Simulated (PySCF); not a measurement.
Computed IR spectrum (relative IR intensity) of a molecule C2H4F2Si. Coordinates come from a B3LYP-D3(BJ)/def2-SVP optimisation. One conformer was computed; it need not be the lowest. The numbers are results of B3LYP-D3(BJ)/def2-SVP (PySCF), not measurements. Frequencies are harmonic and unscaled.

Lines under 2 % of the strongest are left out, and lines within 2 cm⁻¹ are merged.

| ν (cm⁻¹) | relative intensity |
|---|---|
| 306 | 4.8 |
| 309 | 2.5 |
| 681 | 13 |
| 689 | 23 |
| 868 | 8.8 |
| 920 | 99 |
| 941 | 20 |
| 954 | 22 |
| 1183 | 100 |
| 1203 | 6.1 |
| 1727 | 16 |
| 2237 | 71 |
| 2264 | 30 |
| 3197 | 2.0 |

Q: Which molecule gave these data?
(A) F/C=C(/F)[SiH3]
(B) C=C[SiH](F)F
(C) C=C(F)[SiH2]F
(D) FC(F)=C[SiH3]

A: A, F/C=C(/F)[SiH3]
